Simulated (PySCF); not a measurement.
## 7-chloroindole (Clc1cccc2cc[nH]c12, C8H6ClN)

Cartesian coordinates in Å; atom numbers follow the order of the lines, from 1:
```xyz
16

Cl   -0.5766    3.2434    0.2047
C    -0.7985    1.5251    0.0909
C    -2.0548    0.9500   -0.0005
C    -2.1859   -0.4499   -0.0911
C    -1.0797   -1.2857   -0.0917
C     0.2028   -0.7175    0.0005
C     1.5397   -1.2370    0.0295
C     2.3854   -0.1616    0.1324
N     1.6538    0.9997    0.1695
C     0.3254    0.6947    0.0914
H    -2.9360    1.5930   -0.0012
H    -3.1885   -0.8771   -0.1621
H    -1.2013   -2.3685   -0.1628
H     1.8366   -2.2818   -0.0203
H     3.4720   -0.1328    0.1831
H     2.0169    1.9393    0.2428
```

Method: quadratic response CAM-B3LYP/aug-cc-pVDZ first hyperpolarisability, Taylor convention, gas phase in PySCF. Geometry: PBE0-D3(BJ)/def2-SVP.

Problem. Give the tensor of the static β(0;0,0) in the axes of these coordinates.

Solution. In au, Taylor convention; rows are the first index (the induced dipole):
|  | xx | yy | zz | xy | xz | yz |
| --- | --- | --- | --- | --- | --- | --- |
| x | +115.2 | +10.5 | -13.3 | -4.7 | +6.1 | -1.1 |
| y | -4.7 | +132.8 | +52.6 | +10.5 | -1.1 | +2.1 |
| z | +6.1 | +2.1 | +7.7 | -1.1 | -13.3 | +52.6 |

Norm of βᵢ = ⅓ Σⱼ (βᵢⱼⱼ + βⱼᵢⱼ + βⱼⱼᵢ): 213.4 au, hyper-Rayleigh value 85.5 au.
